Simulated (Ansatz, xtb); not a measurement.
**Relative energy of two structures of F2GeNP**

Structure X: `FP(F)[N+]#[Ge-]`, a singlet. Structure Y: a singlet given by its coordinates. Both are isolated molecules in the gas phase, relaxed with PBE0-D3(BJ)/def2-SVP.

X (Å):

```xyz
5

F    -0.3731   -2.4318    2.0340
F     0.3378   -1.2595    0.0509
Ge   -0.0504    1.4362    2.9709
N    -0.3605    0.0757    2.0554
P    -0.8743   -1.1950    1.1200
```

Y (Å):

```
atom    x (Å)    y (Å)    z (Å)
   F   0.2827  -1.7307  -0.5046
   F   0.0451  -0.6323   4.1079
  Ge  -1.3487  -0.4894   3.0473
   N  -0.4168  -0.2778   1.4858
   P   0.1765  -0.2189   0.0773
```

Close contacts (Å): F1–P5 1.62, F2–Ge3 1.76, Ge3–N4 1.83, N4–P5 1.53.

Quicker runs give these differences E(Y) − E(X): GFN2-xTB −3.95 kcal/mol; HF/STO-3G +19.14 kcal/mol (at GFN2-xTB geometries); r2SCAN-D4/def2-SVP −1.25 kcal/mol (at GFN2-xTB geometries).

Task: Estimate which is lower in electronic energy at CCSD(T)/def2-SVP + ΔMP2/def2-TZVPP, and by roughly how much.

Result: Too close to call at this level: CCSD(T)/def2-SVP + ΔMP2/def2-TZVPP gives E(Y) − E(X) = −0.99 kcal/mol.

How the difference moves with the method:

| level | geometry | E(Y) − E(X) (kcal/mol) | departure from the last row (kcal/mol) | job, with rough time for the two |
| --- | --- | --- | --- | --- |
| GFN2-xTB | GFN2-xTB | −3.95 | −2.95 | optimisation, 0.22 s |
| HF/STO-3G | GFN2-xTB | +19.14 | +20.13 | single point, 0.48 s |
| r2SCAN-D4/def2-SVP | GFN2-xTB | −1.25 | −0.26 | single point, 2.7 s |
| PBE0-D3(BJ)/def2-SVP | PBE0-D3(BJ)/def2-SVP | −2.03 | −1.04 | optimisation, 34 s |
| HF/def2-SVP | PBE0-D3(BJ)/def2-SVP | −2.47 | −1.48 | part of the CCSD(T) run |
| MP2/def2-SVP | PBE0-D3(BJ)/def2-SVP | −1.20 | −0.21 | part of the CCSD(T) run |
| CCSD(T)/def2-SVP | PBE0-D3(BJ)/def2-SVP | −1.62 | −0.63 | single point |
| CCSD(T)/def2-SVP + ΔMP2/def2-TZVPP | PBE0-D3(BJ)/def2-SVP | −0.99 |  | single point, 22 s |

The largest departure from CCSD(T)/def2-SVP + ΔMP2/def2-TZVPP is that of HF/STO-3G, 20.13 kcal/mol. The last row adds to CCSD(T) the change of the MP2 difference between the two basis sets, here +0.63 kcal/mol.

With harmonic frequencies from PBE0-D3(BJ)/def2-SVP (ideal gas, rigid rotor, one conformer each, 298.15 K, 1 atm): on the last row, ΔE + ΔZPE = −1.72 kcal/mol. A mode under 50 cm⁻¹ makes harmonic enthalpies and free energies unreliable, so none is given.

The correlated steps freeze 17 core orbitals; the filled d shell of Ge is correlated, in a basis made for valence electrons. Codes used: Ansatz 0.2.0, xtb 6.7.1; the last row on 1 thread of Intel(R) Xeon(R) 6975P-C (Granite Rapids) on a shared host.
